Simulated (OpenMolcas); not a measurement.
# Re5+: the spin-orbit constant, worked from levels

```yaml
Program: OpenMolcas
Basis: ANO-RCC-VTZP [8s7p5d3f2g1h]
Scalar_Hamiltonian: DKH2, point nucleus
Active_space: 8 electrons in 8 orbitals (RAS1 5p, at most 2 holes; RAS2 5d)
State_averaging: 2S+1 = 3 even, 10 roots; 2S+1 = 1 even, 15 roots
Spin-orbit_coupling: RASSI with atomic mean-field integrals over the reference wave functions, term energies averaged over their components
```

Methods: RASSCF; SS-RASPT2, IPEA 0.25 Eh, imaginary shift 0.1 Eh (closed shells correlated: 5s).

**The spin-orbit constant.** For the Hund term ³F of d2, E(J) = (A/2) J(J+1) + constant and ζ = 2S·A = 2A. From J = 2 to J = 4 the energy changes by 7 A.

```tsv
Source	E(4) - E(2)	A	ζ
RASSCF	15674.1	2239.2	4478
SS-RASPT2	15626.3	2232.3	4465
```

All in cm-1. Both methods take the spin-orbit matrix elements from the reference wave functions, so the second can move ζ only through the term energies and any multistate remixing. Second-order mixing with other terms is absorbed into this ζ.

Term energies are means over components that CASPT2 splits; among the terms shown or strongly mixed into the levels shown the widest spread is 330 cm-1 (5d² ¹G, SS-RASPT2). Active for correlation alone: 5p; no level in the range computed is led by a configuration that opens it, so any true level of that kind is missing. Without dynamic correlation excited terms often stand tens of per cent too high (terms of higher spin than the ground term too low), and those without a measured partner can miss by more than the paired ones (holds for RASSCF). Only configurations of the active space appear.
